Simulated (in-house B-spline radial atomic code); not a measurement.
## RPA and G0W0 on LDA VWN5: Tc III (Tc2+)

Configuration [Kr] 4d5, highest spin, mean-field start LDA VWN5. Computed with an all-electron radial atomic-structure program (B-spline basis): all electrons, scalar-relativistic (spin-free one-electron X2C), finite nucleus, each spin shell either full or empty, empty states to l = 9 with an (l + 1/2)⁻⁴ tail; G0W0 by contour deformation at full frequency.

Command:
```bash
python run_gw.py task.json out
```
Settings (radii: box in bohr, nucleus in fm):
```
Z                        43
electrons                41
configuration            [Kr] 4d5
hamiltonian              x2c
method                   lda,vwn
lmax                     9
rms_radius               4.41117
spin_polarised           True
box_radius               17.55
intervals                69
```

Run time, properties included: 4.1 s on 1 thread of Arm Neoverse V2, on a shared host.

Energies (hartree):

| term | value |
| --- | --- |
| mean-field total | -4279.60567 |
| Hartree-Fock functional on these orbitals | -4282.32804 |
| direct second order | -3.5128 |
| second-order exchange | 1.0205 |
| SOSEX correction | 0.94723 |

Problem. What is the RPA correlation energy, and what remains with SOSEX?

Solution. RPA gives -3.0902 hartree (-2.05 eV per electron); RPA + SOSEX gives -2.143, and the second-order doubles -2.4923 hartree (no singles). SOSEX takes back 31 % of the RPA value.

Quasi-particle levels (eV):

| level | occupied | mean field | Σx - vxc | Σc | QP weight | G0W0 |
| --- | --- | --- | --- | --- | --- | --- |
| 4d up | yes | -23.909 | -6.21 | ? | ? | ? |

G0W0 = mean field + (Σx - vxc) + Σc, with Σc (partial-wave tail included) taken at the quasi-particle energy. Only the outer levels were computed. Levels of low weight are left out.

Problem. Where does G0W0 put 4d up?

Solution. At -30.10 eV, with Σc = 0.02 eV and a quasi-particle weight of 0.812. The tabulated removal energy is 29.550 eV (NIST, semi-empirical); the calculation leaves out spin-orbit coupling, Breit and QED terms, and what these don't explain is the method's own error.
